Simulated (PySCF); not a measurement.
Radial density of Zn³⁺ (zinc, charge +3)

TPSSh, [Ar] 3d9, 2D determinant. Calculation: PySCF 2.14, in aug-cc-pVQZ-PP with ECP10MDF; scalar relativity through the core potential. This is the valence pseudo-density: the core potential removes the inner electrons and smooths the orbitals near the nucleus.

```
r (bohr)  4πr²ρ (e/bohr)  4πr²(ρα − ρβ)
 0.00576       1.414e-05         0.0000
 0.00970       3.548e-05         0.0000
  0.0163       9.456e-05         0.0000
  0.0274       0.0003962         0.0000
  0.0461        0.003801         0.0004
  0.0776         0.04727         0.0052
   0.131          0.4841         0.0534
   0.220           3.322         0.3246
   0.369           14.60         0.9845
   0.621           24.05         1.2321
    1.05           9.258         0.5528
    1.76           1.031         0.0760
    2.96         0.02780         0.0014
    4.97       3.665e-05         0.0000
```

Energies and moments cover only the electrons outside the core potential.
